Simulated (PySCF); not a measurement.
C4H9B, singlet, geometry from GFN2-xTB; PBE0/6-31G*, polarisability (PySCF).

PySCF was given this input:
```python
from pyscf import gto, scf, dft
from pyscf.prop import polarizability

mol = gto.M(
    atom='''
B    -0.345348    0.924905    0.795651
C     0.428385   -0.348160    0.270075
C    -0.419159   -1.363066   -0.425648
C    -0.274801   -1.720019   -1.688518
H     0.852360   -0.816359    1.168153
H     1.278846   -0.083668   -0.362327
H    -1.209825   -1.797458    0.172885
H     0.500557   -1.301900   -2.310504
H    -0.920675   -2.442598   -2.157998
H    -1.496961    0.868066    1.010392
C     0.422252    2.271379    1.047400
H     0.144338    2.735884    1.992055
H     0.132061    2.984791    0.274550
H     1.505981    2.187918    1.014686
''',
    basis='6-31g*',
    charge=0,
    spin=0,
    verbose=3,
)

mf = dft.RKS(mol)
mf.xc = 'pbe0'
mf.kernel()
alpha = mf.Polarizability().polarizability()[2, 2]
print('alpha_zz =', alpha)
```

Problem. Write the output that PySCF gives for this input, abridged.

Solution. 
```
site-packages/pyscf/prop/efg/rhf.py:45: UserWarning: Module EFG is under testing
  warnings.warn('Module EFG is under testing')
site-packages/pyscf/prop/efg/dhf.py:30: UserWarning: Module EFG is under testing
  warnings.warn('Module EFG is under testing')
site-packages/pyscf/prop/zfs/uhf.py:40: UserWarning: Module ZFS is under testing
  warnings.warn('Module ZFS is under testing')
site-packages/pyscf/prop/gtensor/uhf.py:43: UserWarning: Module g-tensor is under testing
  warnings.warn('Module g-tensor is under testing')
site-packages/pyscf/prop/gtensor/uks.py:41: UserWarning: Module g-tensor is under testing
  warnings.warn('Module g-tensor is under testing')
site-packages/pyscf/prop/hfc/uks.py:35: UserWarning: Module HFC is under testing
  warnings.warn('Module HFC is under testing')
site-packages/pyscf/prop/magnetizability/rhf.py:39: UserWarning: Module magnetizability is under testing
  warnings.warn('Module magnetizability is under testing')
site-packages/pyscf/prop/magnetizability/uhf.py:37: UserWarning: Module magnetizability is under testing
  warnings.warn('Module magnetizability is under testing')
site-packages/pyscf/prop/magnetizability/rks.py:37: UserWarning: Module magnetizability is under testing
  warnings.warn('Module magnetizability is under testing')
site-packages/pyscf/prop/magnetizability/uks.py:39: UserWarning: Module magnetizability is under testing
  warnings.warn('Module magnetizability is under testing')
site-packages/pyscf/prop/polarizability/uhf.py:34: UserWarning: Module polarizability is under testing
  warnings.warn('Module polarizability is under testing')
site-packages/pyscf/prop/polarizability/rks.py:29: UserWarning: Module polarizability is under testing
  warnings.warn('Module polarizability is under testing')
site-packages/pyscf/prop/polarizability/uks.py:29: UserWarning: Module polarizability is under testing
  warnings.warn('Module polarizability is under testing')
converged SCF energy = -182.416754927713
alpha_zz = 58.3563951052201
```
